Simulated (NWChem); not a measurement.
Species: SiH₃O₃Cl; SMILES O[Si](O)(O)Cl

```xyz
8

O     -0.0368     1.5450    -0.9759
Si     0.0000     0.0000    -0.4360
O      1.3564    -0.7407    -0.9759
O     -1.3196    -0.8043    -0.9759
Cl     0.0000     0.0000     1.6353
H     -0.7650     2.1003    -0.6831
H      2.2014    -0.3877    -0.6831
H     -1.4364    -1.7127    -0.6831
```
Atoms are numbered in this order, from 1.

Structure relaxed at the PBE0/def2-SVP level. B3LYP is NWChem's, with the RPA form of VWN correlation.

Task: List the 4 lowest vertical singlet excitations from B3LYP/def2-SVPD, TDA (NWChem).

Result: 
| state | energy (eV) | oscillator strength | leading excitation (squared amplitude) |
|---|---|---|---|
| S1 | 7.36 | 0.022 | HOMO → LUMO (0.95) |
| S2 | 7.36 | 0.022 | HOMO−1 → LUMO (0.95) |
| S3 | 8.09 | 0.098 | HOMO−2 → LUMO (0.94) |
| S4 | 8.41 | 0.045 | HOMO−3 → LUMO (0.60) |
